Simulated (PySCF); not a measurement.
Compound: C5H10Ge.
SMILES with atom numbers: `[CH3:1][GeH:2]1[CH2:3][CH:4]=[CH:5][CH2:6]1` (hydrogens: H7, H8, H9 on C1; H10 on Ge2; H11, H12 on C3; H13 on C4; H14 on C5; H15, H16 on C6)

Structure used (PBE0-D3(BJ)/def2-SVP), in Å, numbered top down from 1:
```xyz
16
C5H10Ge angstrom
C      2.286    0.680    0.221
Ge     0.807   -0.447   -0.373
C     -0.651    0.580   -1.220
C     -1.782    0.412   -0.243
C     -1.634   -0.357    0.847
C     -0.335   -1.066    1.113
H      1.901    1.497    0.850
H      3.010    0.099    0.811
H      2.814    1.121   -0.637
H      1.335   -1.597   -1.257
H     -0.915    0.194   -2.219
H     -0.386    1.642   -1.359
H     -2.734    0.922   -0.431
H     -2.465   -0.476    1.553
H      0.083   -0.799    2.099
H     -0.464   -2.161    1.120
```

Computed, not measured: TDDFT PBE0/def2-SVPD, vertical, gas phase, core orbitals frozen in the response in PySCF. Relativistic effects, spin–orbit coupling among them, are left out although an element past zinc is present.

Ground-to-excited transition dipoles (e·a0, same axes as the geometry; the sign carries no meaning), for the states with f of 0.002 or more among the lowest 9:

```
state  E (hartree)      μx      μy      μz
   S3       0.2561  -0.099   0.518  -0.735
   S4       0.2572  -0.176  -0.174  -0.104
   S5       0.2594   0.039  -0.199   0.281
   S6       0.2729  -0.022   0.113  -0.161
   S7       0.2740   0.131   0.039   0.009
   S8       0.2743   0.011  -0.066   0.093
   S9       0.2812   0.136   0.170   0.101
```

(1) Work out the oscillator strengths.

(2) Label these states by symmetry in Cs.

(3) Which bond between heavy atoms lies closest to the direction of the S3 transition dipole?

(4) What angle do the transition dipoles of S5 and S9 make?

(5) How is the summed strength of these states shared among x, y and z?

(6) What peak molar absorption coefficient would the strongest computed level give as a lone Gaussian band 0.4 eV wide at half height?

## Answers

(1) f = (2/3) ΔE |μ|² with ΔE in hartree (27.2114 eV).

```csv
state,|μ|² (au),|μ| (D),f
S3,0.818,2.30,0.140
S4,0.072,0.68,0.012
S5,0.120,0.88,0.021
S6,0.039,0.50,0.007
S7,0.019,0.35,0.003
S8,0.013,0.29,0.002
S9,0.057,0.61,0.011
```

(2) From a totally symmetric ground state, an allowed state transforms like the component of the dipole operator along its μ. Polarised normal to the mirror plane, so A″: S3, S5, S6 and S8. Polarised in the mirror plane, so A′: S4, S7 and S9.

(3) C4–C5, at 0° from it; next Ge2–C6 and Ge2–C3 at 43°.

(4) |cos θ| = |μa·μb| / (|μa| |μb|) = 0.00, so θ ≈ 90° (taken between 0 and 90°, since the signs are arbitrary).

(5) (2/3) Σ ΔE μα² gives 0.014 for x, 0.067 for y and 0.116 for z, 0.196 in all.

(6) ε(max) = 2.175×10⁸ f / FWHM, with the width in cm⁻¹. S3: 2.175×10⁸ × 0.1397 / 3226 ≈ 9400 L mol⁻¹ cm⁻¹.

All these states lie below the vertical ionisation energy of 8.93 eV (ΔSCF).
